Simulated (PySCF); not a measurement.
Excitations are Tamm–Dancoff values on a coarser integration grid. The basis has no diffuse functions, so Rydberg states are missing or too high.

Cartesian coordinates (Å):
```xyz
8

C      1.5432     0.1672    -0.1555
C      0.2840    -0.1826    -0.0559
C     -0.9768    -0.5392     0.0434
O     -2.0500     0.2943     0.2788
H      2.2045     0.1979     0.7174
H      1.9939     0.4415    -1.1157
H     -1.2954    -1.5783    -0.0573
H     -1.7096     1.2044     0.3589
```
Charge 0, spin multiplicity 1.

Q: Estimate the S1 excitation (TDA), LUMO and dipole moment that PBE-D3(BJ)/def2-TZVP run with PySCF 2.14.0 returns for this input.

A: 
- S1 excitation (TDA) = 4.15 eV
- LUMO = -1.41 eV
- dipole moment = 1.17 D
